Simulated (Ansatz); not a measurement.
C₄H₆BFO, SMILES B(C#CC)(CO)F. Atoms are numbered in the order given.

```xyz
13

C     -3.1579     0.7608     0.4075
C     -1.8181     0.2225     0.2386
C     -0.6934    -0.2287     0.0979
B      0.7246    -0.7421    -0.0791
F      0.9451    -2.0618    -0.1270
C      1.9962     0.1787    -0.2156
O      1.6790     1.5525    -0.1548
H     -3.1674     1.8585     0.3095
H     -3.8477     0.3414    -0.3435
H     -3.5567     0.5034     1.4029
H      2.7071    -0.1364     0.5828
H      2.4976    -0.1072    -1.1691
H      2.4955     2.0584    -0.2433
```
Charge 0, spin multiplicity 1.

The structure is a stationary point at B3LYP-D3(BJ)/def2-SVP. This is a generated structure with no PubChem entry under its InChIKey; it may be hypothetical. The values are those of a single conformer.

Two levels are set side by side: PBE-D3(BJ)/def2-SVP (Ansatz, an electronic-structure program) and B3LYP-D3(BJ)/def2-SVP (Ansatz). Each level has its own optimised geometry; the coordinates shown are those of the second. Differences are taken from unrounded values.

| quantity | B3LYP-D3(BJ) |
|---|---|
| mean bond length (Å) | 1.252 |
| bond C1–C2 (Å) | 1.454 |
| bond C2–C3 (Å) | 1.220 |
| bond C3–B4 (Å) | 1.518 |
| bond B4–F5 (Å) | 1.339 |
| bond B4–C6 (Å) | 1.576 |
| bond C6–O7 (Å) | 1.411 |
| bond C1–H8 (Å) | 1.102 |
| bond C1–H9 (Å) | 1.103 |
| bond C1–H10 (Å) | 1.103 |
| bond C6–H11 (Å) | 1.115 |
| bond C6–H12 (Å) | 1.115 |
| bond O7–H13 (Å) | 0.965 |

Question: What does PBE-D3(BJ) give, and how far is it from B3LYP-D3(BJ)? (Estimate from the structure and the level; the computed values follow.)

Answer: 
```csv
quantity,PBE-D3(BJ),PBE-D3(BJ) minus B3LYP-D3(BJ)
mean bond length (Å),1.258,0.007
bond C1–C2 (Å),1.452,-0.002
bond C2–C3 (Å),1.232,0.012
bond C3–B4 (Å),1.521,0.002
bond B4–F5 (Å),1.349,0.010
bond B4–C6 (Å),1.580,0.004
bond C6–O7 (Å),1.414,0.003
bond C1–H8 (Å),1.110,0.008
bond C1–H9 (Å),1.110,0.008
bond C1–H10 (Å),1.111,0.008
bond C6–H11 (Å),1.124,0.010
bond C6–H12 (Å),1.124,0.010
bond O7–H13 (Å),0.973,0.008
```

Exact exchange shortens and stiffens bonds; PBE has none. Differences between two approximate levels are no errors against the true value.
